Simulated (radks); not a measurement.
The numbers below are computed, except where a source is named.
Fractional charge and spin in the 5s shell of holmium: the spin-up occupation runs from 0 to 1 and the spin-down occupation from 0 to 1; the fullest corner is Ho2+, [Kr] 4d10 4f(up 5.5, down 5.5) 5p6 5s(up 1, down 1). Level of theory: scalar-relativistic Kohn-Sham, PBEsol, spin-polarised, spherical densities, point nucleus (a radial shooting solver on a logarithmic mesh with Libxc functionals). Energy (eV) above the fullest corner. The planes named below are the two flat planes that join the four corners, with an edge along up + down = one added electron.

\begin{tabular}{lrrrrr}
down \ up & 0 & 0.25 & 0.5 & 0.75 & 1 \\ \hline
0 & 159.213 & 135.913 & 113.573 & 92.185 & 71.737 \\
0.25 & 135.913 & 113.635 & 92.307 & 71.917 & 52.454 \\
0.5 & 113.573 & 92.307 & 71.977 & 52.572 & 34.079 \\
0.75 & 92.185 & 71.917 & 52.572 & 34.137 & 16.600 \\
1 & 71.737 & 52.454 & 34.079 & 16.600 & 0.000 \\
\end{tabular}

Corners above the fullest one (they belong to Ho3+ and the next ion): (up 1, down 0) 71.737 eV, (up 0, down 1) 71.737 eV, (up 0, down 0) 159.21 eV. With half an added electron in each spin the energy lies 0.239 eV from the planes, and with half an added electron in spin up alone -1.902 eV. The planes are only a guide here: the flat-plane condition holds for ground states with one frontier orbital, while this shell lies below other occupied shells, so the corners above the fullest one are inner-hole states and not the ground states of those ions.
